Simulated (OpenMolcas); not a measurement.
2s² 2p² along the 6-electron sequence

| Item | Value |
| --- | --- |
| Program | OpenMolcas |
| Method | SS-CASPT2, IPEA 0.25 Eh, imaginary shift 0.1 Eh |
| Basis | ANO-RCC-VQZP |
| Scalar Hamiltonian | DKH2, point nucleus |
| Spin-orbit coupling | state interaction with AMFI integrals over the reference wave functions, term energies averaged over their components |

Active space for each ion: 4 electrons in 8 orbitals (2s 2p 3s 3p); closed shells correlated by CASPT2: 1s.

Computed levels in cm-1 above ³P₀:

```
                               Level      C     N+    O2+    F3+   Ne4+
                                 ³P₁   14.8   45.7    107    217    393
                                 ³P₂   44.1    136    317    634   1135
                                 ¹D₂  10150  15410  20660  25640  30620
                                 ¹S₀  20680  32030  42960  53490  63840
weight of ³P in the lowest level (%)    100    100    100    100    100
```

Measured, with the error of the calculation in %. Measured levels: C, N+ from NIST Handbook of Basic Atomic Spectroscopic Data; O2+ from Moore, Selected Tables of Atomic Spectra, NSRDS-NBS 3, section 11; F3+ from Moore, Atomic Energy Levels, vol. I, NSRDS-NBS 35 (1971 reprint of NBS Circular 467, 1949); Ne4+ from NIST levels in Podobedova, Fuhr, Reader and Wiese, J. Phys. Chem. Ref. Data 33, 525 (2004).

| Level | C | N+ | O2+ | F3+ | Ne4+ |
| --- | --- | --- | --- | --- | --- |
| ³P₁ | 16.4 (-10.1) | 48.7 (-6.0) | 113 (-5.1) | 225 (-3.7) | 412 (-4.6) |
| ³P₂ | 43.4 (+1.5) | 131 (+4.0) |  | 613 (+3.3) | 1110 (+2.3) |
| ¹D₂ | 10193 (-0.4) | 15316 (+0.6) | 20273 (+1.9) | 25241 (+1.6) | 30292 (+1.1) |
| ¹S₀ | 21648 (-4.5) | 32689 (-2.0) | 43186 (-0.5) | 53544 (-0.1) | 63914 (-0.1) |

The fine-structure level ³P₂ changes by a factor of 25.7 from C to Ne4+. Its fourth root runs 2.58, 3.41, 4.22, 5.02, 5.80, with steps per unit of Z of 0.84, 0.80, 0.80, 0.79; equal steps would mean a (Z - σ)^4 law with constant σ.

¹D₂ changes by a factor of 3.02 over the same range, with steps per unit of Z of +5260, +5250, +4980, +4980 cm-1.

CASPT2 does not keep the components of a term degenerate, so their means are used; among the terms shown or strongly mixed into the levels shown the widest spread is 34 cm-1 (2s² 2p² ¹D, C). Over all roots computed the reference weight is 0.94 to 0.99 in C; the roots of lowest weight are the least certain, and an intruder state may touch them. The run also gave levels led by 2s² 2p 3s, which use shells meant for correlation; these and all levels above them are left out (holds for C; N+). Active for correlation alone: 3p 3s; no level in the range computed is led by a configuration that fills them, so any true level of that kind is missing (holds for O2+; F3+; Ne4+). Computed and measured levels are paired by configuration, term and J; levels that our copy of the source lacks, or whose pairing is in doubt (as where it misses far off the trend of its configuration), stay unpaired and out of the deviations. Levels of configurations outside the active space are missing.
